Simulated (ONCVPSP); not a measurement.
# revPBE ONCV dataset for palladium (Pd), scalar-relativistic all-electron reference.

ONCVPSP 4.0.1 was run on this input:

```
# ATOM AND REFERENCE CONFIGURATION
# atsym  z   nc   nv     iexc    psfile
  Pd 46.00    6    4  -102130      upf
#
#   n    l    f
    1    0    2.00
    2    0    2.00
    2    1    6.00
    3    0    2.00
    3    1    6.00
    3    2   10.00
    4    0    2.00
    4    1    6.00
    4    2    9.00
    5    0    1.00
#
# PSEUDOPOTENTIAL AND OPTIMIZATION
# lmax
    2
#
#   l,   rc,      ep,       ncon, nbas, qcut
    0    1.45    0.00    4    8    7.30
    1    1.10    0.00    3    7    6.10
    2    1.60    0.00    5   10    8.40
#
# LOCAL POTENTIAL
# lloc, lpopt,  rc(5),   dvloc0
    4    5    0.75    0.00
#
# VANDERBILT-KLEINMAN-BYLANDER PROJECTORs
# l, nproj, debl
    0    3    2.20
    1    3    3.60
    2    2    2.80
#
# MODEL CORE CHARGE
# icmod, fcfact, rcfact
    0    0.00    0.00
#
# LOG DERIVATIVE ANALYSIS
# epsh1, epsh2, depsh
   -5.00    5.00    0.04
#
# OUTPUT GRID
# rlmax, drl
    6.00    0.01
#
# TEST CONFIGURATIONS
# ncnf
    4
# nvcnf
#   n    l    f
    4
    4    0    2.00
    4    1    6.00
    4    2   10.00
    5    0    0.00
#
    4
    4    0    2.00
    4    1    6.00
    4    2    9.00
    5    0    0.00
#
    4
    4    0    2.00
    4    1    6.00
    4    2    8.00
    5    0    0.00
#
    4
    4    0    1.00
    4    1    6.00
    4    2   10.00
    5    0    0.00
#
```

Command:

```bash
oncvpsp.x < Pd.dat > Pd.out
```

The program printed (shortened: citation, most of the input echo, consistency checks and plot data are left out):

```
ONCVPSP  (Optimized Norm-Conservinng Vanderbilt PSeudopotential)
scalar-relativistic version 4.0.1

#   n    l    f        energy (Ha)
    1    0    2.00    -8.8825872E+02
    2    0    2.00    -1.2979637E+02
    2    1    6.00    -1.1636816E+02
    3    0    2.00    -2.3505728E+01
    3    1    6.00    -1.9092544E+01
    3    2   10.00    -1.2088806E+01
    4    0    2.00    -3.2579307E+00
    4    1    6.00    -1.9994578E+00
    4    2    9.00    -2.4347457E-01
    5    0    1.00    -1.5591739E-01

Reference configufation results
  iterations    28
  all-electron total energy (Ha)   -5.04605566D+03

Begin loop to  construct optimized pseudo wave functions
and semi-local pseudopoentials for all angular momenta

   Wellstate for l =  0  n =  6
     eigenvalue =   2.0441
     asymptotic potential =   2.5441
     half-point radius =  2.8960

Calculating optimized projector #   1

 for l=   0

    Fraction of norm inside rc  0.927967
    Optimizing pswf for qcut=   7.30 a_B^-1,  ecut=  26.63 Ha
    Residual kinetic energy error=  1.16D-04 Ha

    Energy error per electron        Cutoff
         Ha          eV             Ha
         0.01000     0.27211       17.33
         0.00100     0.02721       22.41
         0.00010     0.00272       27.75
         0.00001     0.00027       82.30

Calculating optimized projector #   2

 for l=   0

    Fraction of norm inside rc  0.037587
    Optimizing pswf for qcut=   7.30 a_B^-1,  ecut=  26.63 Ha
    Residual kinetic energy error=  5.22D-05 Ha

    Energy error per electron        Cutoff
         Ha          eV             Ha
         0.01000     0.27211       11.61
         0.00100     0.02721       19.98
         0.00010     0.00272       25.26
         0.00001     0.00027       49.99

Calculating optimized projector #   3

 for l=   0

    Fraction of norm inside rc  0.087610
    Optimizing pswf for qcut=   7.30 a_B^-1,  ecut=  26.63 Ha
    Residual kinetic energy error=  3.40D-04 Ha

    Energy error per electron        Cutoff
         Ha          eV             Ha
         0.01000     0.27211       17.76
         0.00100     0.02721       24.21
         0.00010     0.00272       33.86
         0.00001     0.00027       66.12

   Wellstate for l =  1  n =  6
     eigenvalue =   1.6005
     asymptotic potential =   2.1005
     half-point radius =  3.5789

   Wellstate for l =  1  n =  7
     eigenvalue =   5.2005
     asymptotic potential =   5.7005
     half-point radius =  2.8430

Calculating optimized projector #   1

 for l=   1

    Fraction of norm inside rc  0.611162
    Optimizing pswf for qcut=   6.11 a_B^-1,  ecut=  18.70 Ha
    Residual kinetic energy error=  5.62D-03 Ha

    Energy error per electron        Cutoff
         Ha          eV             Ha
         0.01000     0.27211       13.53
         0.00100     0.02721      115.83
         0.00010     0.00272      188.50

Calculating optimized projector #   2

 for l=   1

    Fraction of norm inside rc  0.043479
    Optimizing pswf for qcut=   6.11 a_B^-1,  ecut=  18.70 Ha
    Residual kinetic energy error=  1.32D-03 Ha

    Energy error per electron        Cutoff
         Ha          eV             Ha
         0.01000     0.27211       11.63
         0.00100     0.02721       23.29
         0.00010     0.00272       76.33
         0.00001     0.00027      186.90

Calculating optimized projector #   3

 for l=   1

    Fraction of norm inside rc  0.036790
    Optimizing pswf for qcut=   6.11 a_B^-1,  ecut=  18.70 Ha
    Residual kinetic energy error=  3.59D-03 Ha

    Energy error per electron        Cutoff
         Ha          eV             Ha
         0.01000     0.27211       14.27
         0.00100     0.02721       32.03
         0.00010     0.00272       97.60
         0.00001     0.00027      210.08

   Wellstate for l =  2  n =  6
     eigenvalue =   2.5565
     asymptotic potential =   3.0565
     half-point radius =  3.4115

Calculating optimized projector #   1

 for l=   2

    Fraction of norm inside rc  0.651999
    Optimizing pswf for qcut=   8.39 a_B^-1,  ecut=  35.19 Ha
    Residual kinetic energy error=  2.29D-05 Ha

    Energy error per electron        Cutoff
         Ha          eV             Ha
         0.01000     0.27211       22.05
         0.00100     0.02721       27.73
         0.00010     0.00272       32.31
         0.00001     0.00027       46.58

Calculating optimized projector #   2

 for l=   2

    Fraction of norm inside rc  0.094404
    Optimizing pswf for qcut=   8.39 a_B^-1,  ecut=  35.19 Ha
    Residual kinetic energy error=  5.55D-05 Ha

    Energy error per electron        Cutoff
         Ha          eV             Ha
         0.01000     0.27211       22.30
         0.00100     0.02721       28.66
         0.00010     0.00272       33.94
         0.00001     0.00027       52.16

Construct Vanderbilt / Kleinmman-Bylander projectors

B matrix Hermiticity error, ll=   0
   1   2    3.4194E-04
   1   3   -8.1293E-04
   2   3    1.0063E-04

  Orthonormal projector coefficients  3.0330E+01  8.2547E+00  1.6061E+00

B matrix Hermiticity error, ll=   1
   1   2   -4.8134E-04
   1   3    1.0123E-03
   2   3    1.8561E-04

  Orthonormal projector coefficients  2.9895E+01  1.3377E+01  3.5526E+00

B matrix Hermiticity error, ll=   2
   1   2   -2.9648E-04

  Orthonormal projector coefficients  1.1998E+01  2.2809E+00

Pseudoatom total energy -127.802941

Diagnostic tests using Vanderbilt-Kleinman-Bylander pseudopotentials
  1 or more projectors used as specified by nproj input data

   l    rcore       rmatch      e in        delta e   norm test  slope test

   0   1.4522057   1.4962978  -3.2579307   0.0000020   1.0002130   1.0002061
   0   1.4522057   1.4962978  -0.1559174   0.0000050   1.0000527   1.0000450
   0   1.4522057   1.4962978   2.0440826   0.0000769   1.0003609   1.0003609

   1   1.1028616   1.1363469  -1.9994578   0.0002403   1.0001932   1.0004531
   1   1.1028616   1.1363469   1.6005422   0.0001200   1.0006033   1.0006033
   1   1.1028616   1.1363469   5.2005422   0.0000274   1.0006867   1.0006867

   2   1.6076585   1.6564705  -0.2434746   0.0000029   1.0000866   1.0001071
   2   1.6076585   1.6564705   2.5565254   0.0000696   1.0002991   1.0002991

 Testing for bound ghosts
   n   l    E NL Schr. Eq   E Basis Diag.   E Cutoff

   1   0       -3.257929       -3.257928    166.20
   2   0       -0.155912       -0.038550    166.20

   2   1       -1.999217       -1.998417    248.44

   3   2       -0.243472       -0.240084    214.43

 Testing for highly-localized positive-energy ghosts
       l    <radius>/rc     E Basis Diag.   E Cutoff

       0        0.267856        8.760937    166.20  WARNING - GHOST(+)

Test configuration 0

   n   l     f        eae           eps        diff
   1   0  2.0000 -888.25871543
   2   0  2.0000 -129.79636609
   2   1  6.0000 -116.36815877
   3   0  2.0000  -23.50572764
   3   1  6.0000  -19.09254432
   3   2 10.0000  -12.08880604
   4   0  2.0000   -3.25793070   -3.25792872    1.98D-06
   4   1  6.0000   -1.99945777   -1.99921747    2.40D-04
   4   2  9.0000   -0.24347457   -0.24347163    2.94D-06
   5   0  1.0000   -0.15591739   -0.15591238    5.01D-06

    Total energies and differences
      AE_ref= -5.04605566D+03  AE_tst= -5.04605566D+03  dif=  0.00D+00
      PS_ref= -1.27802941D+02  PS_tst= -1.27802941D+02  dif=  4.55D-13
      PSP excitation error= -4.55D-13

Test configuration 1

   n   l     f        eae           eps        diff
   1   0  2.0000 -888.13284955
   2   0  2.0000 -129.66426781
   2   1  6.0000 -116.23649058
   3   0  2.0000  -23.37450688
   3   1  6.0000  -18.96130649
   3   2 10.0000  -11.95713838
   4   0  2.0000   -3.13228683   -3.13294590   -6.59D-04
   4   1  6.0000   -1.87814094   -1.87824728   -1.06D-04
   4   2 10.0000   -0.14540163   -0.14535676    4.49D-05

    Total energies and differences
      AE_ref= -5.04605566D+03  AE_tst= -5.04611235D+03  dif= -5.67D-02
      PS_ref= -1.27802941D+02  PS_tst= -1.27859541D+02  dif= -5.66D-02
      PSP excitation error= -9.41D-05

Test configuration 2

   n   l     f        eae           eps        diff
   1   0  2.0000 -888.54920023
   2   0  2.0000 -130.08273277
   2   1  6.0000 -116.65475125
   3   0  2.0000  -23.79343401
   3   1  6.0000  -19.38023860
   3   2 10.0000  -12.37615290
   4   0  2.0000   -3.54947716   -3.54981445   -3.37D-04
   4   1  6.0000   -2.29229177   -2.29228747    4.30D-06
   4   2  9.0000   -0.53367277   -0.53365569    1.71D-05

    Total energies and differences
      AE_ref= -5.04605566D+03  AE_tst= -5.04578079D+03  dif=  2.75D-01
      PS_ref= -1.27802941D+02  PS_tst= -1.27528023D+02  dif=  2.75D-01
      PSP excitation error= -5.45D-05

Test configuration 3

   n   l     f        eae           eps        diff
   1   0  2.0000 -889.06624190
   2   0  2.0000 -130.60396127
   2   1  6.0000 -117.17569484
   3   0  2.0000  -24.31244191
   3   1  6.0000  -19.89925102
   3   2 10.0000  -12.89564855
   4   0  2.0000   -4.05715405   -4.05724841   -9.44D-05
   4   1  6.0000   -2.79367741   -2.79352956    1.48D-04
   4   2  8.0000   -1.00112038   -1.00111775    2.63D-06

    Total energies and differences
      AE_ref= -5.04605566D+03  AE_tst= -5.04501897D+03  dif=  1.04D+00
      PS_ref= -1.27802941D+02  PS_tst= -1.26766155D+02  dif=  1.04D+00
      PSP excitation error= -9.90D-05

Test configuration 4

   n   l     f        eae           eps        diff
   1   0  2.0000 -888.72130636
   2   0  2.0000 -130.21097557
   2   1  6.0000 -116.78567987
   3   0  2.0000  -23.91881945
   3   1  6.0000  -19.50543546
   3   2 10.0000  -12.49947875
   4   0  1.0000   -3.61447398   -3.62358355   -9.11D-03
   4   1  6.0000   -2.34933155   -2.35398812   -4.66D-03
   4   2 10.0000   -0.56851458   -0.56820154    3.13D-04

    Total energies and differences
      AE_ref= -5.04605566D+03  AE_tst= -5.04275097D+03  dif=  3.30D+00
      PS_ref= -1.27802941D+02  PS_tst= -1.24491936D+02  dif=  3.31D+00
      PSP excitation error= -6.32D-03
```

The run took about 4 s on one core of a shared server CPU.
